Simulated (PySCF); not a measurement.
C7H4F4.
Atom-mapped SMILES: `[F:1][c:2]1[cH:3][cH:4][cH:5][c:6]([C:7]([F:8])([F:9])[F:10])[cH:11]1`

Cartesian coordinates in Å at the PBE0-D3(BJ)/def2-SVP level; atoms count from 1:
```xyz
15
C7H4F4 angstrom
F     -1.5688    2.6706   -0.3078
C     -1.0972    1.4285   -0.2756
C     -1.9885    0.3662   -0.1819
C     -1.4849   -0.9322   -0.1516
C     -0.1122   -1.1610   -0.2135
C      0.7607   -0.0763   -0.3058
C      2.2473   -0.3080   -0.3150
F      2.7352   -0.3644    0.9293
F      2.8959    0.6732   -0.9468
F      2.5636   -1.4585   -0.9143
C      0.2752    1.2296   -0.3404
H     -3.0597    0.5704   -0.1375
H     -2.1745   -1.7759   -0.0814
H      0.2834   -2.1776   -0.1963
H      0.9447    2.0865   -0.4234
```

NICS is the negative of the GIAO shielding at a point without a nucleus: at the ring centre (0) and 1 Å above and below it (1); zz is the component along the ring normal. Level: GIAO PBE0/pcSseg-1 (PySCF, non-relativistic, gas phase) on the PBE0-D3(BJ)/def2-SVP geometry, one conformer.

Ring bond lengths (Å), with Mayer bond orders in brackets: C2–C3 1.390 (1.43), C3–C4 1.393 (1.42), C4–C5 1.393 (1.43), C5–C6 1.395 (1.39), C6–C11 1.394 (1.35), C11–C2 1.388 (1.42).

Problem. What do the NICS probes read (ppm)?

Solution. 
| ring | type | NICS(0) | NICS(1), two faces | NICS(1)zz, two faces | rms pucker (Å) | centre to ring atoms, mean (Å) |
| --- | --- | --- | --- | --- | --- | --- |
| C2–C3–C4–C5–C6–C11 | 6-membered carbocycle; formal bonds all aromatic | -10.7 | -11.6 / -11.7 | -27.8 / -28.1 | 0.00 | 1.39 |

Problem. What can be read from them?

Solution. 
- C2–C3–C4–C5–C6–C11: mean NICS(1)zz -27.9 ppm, shielded. The ring is flat and has no four-coordinate atom; by the NICS criterion it is aromatic.

Problem. How equal are the bonds by HOMA? HOMA = 1 − mean of α(R − Ropt)² over the ring bonds, with Krygowski's 1993 parameters (CC: Ropt 1.388 Å, α 257.7 Å⁻²).

Solution. 
- C2–C3–C4–C5–C6–C11: HOMA 0.99 = 1 − EN − GEO, with mean bond length 1.392 Å, EN = α(Ropt − mean)² = 0.005 and GEO = α × variance = 0.001. The geometric and the magnetic index point the same way.

Problem. What are the shieldings of the ring atoms and their hydrogens in the same run (means over atoms taken as equivalent)?

Solution. 
```tsv
atoms	environment	σ isotropic (ppm)
C2	aromatic C–F carbon	14.2
C3	aromatic CH carbon	60.5
C4	aromatic CH carbon	48.4
C5	aromatic CH carbon	58.1
C6	substituted aromatic carbon	44.8
C11	aromatic CH carbon	65.7
H12	aromatic hydrogen	23.93
H13	aromatic hydrogen	23.66
H14	aromatic hydrogen	23.68
H15	aromatic hydrogen	23.76
```

Problem. How do the values depend on the level or the medium?

Solution. 
| level | NICS(0), C2–C3–C4–C5–C6–C11 | mean NICS(1)zz, C2–C3–C4–C5–C6–C11 |
| --- | --- | --- |
| PBE0/pcSseg-1, gas | -10.7 | -27.9 |
| wB97X-D/pcSseg-2, gas | -10.5 | -28.0 |

The geometry is the same throughout.

On AMD EPYC 7B13, 2 threads (shared host), this took 25 s wall, 64 s CPU (grids of density and orbitals included) and 1.7 GiB of memory at its peak. This is the whole shielding run at PBE0/pcSseg-1, SCF included.
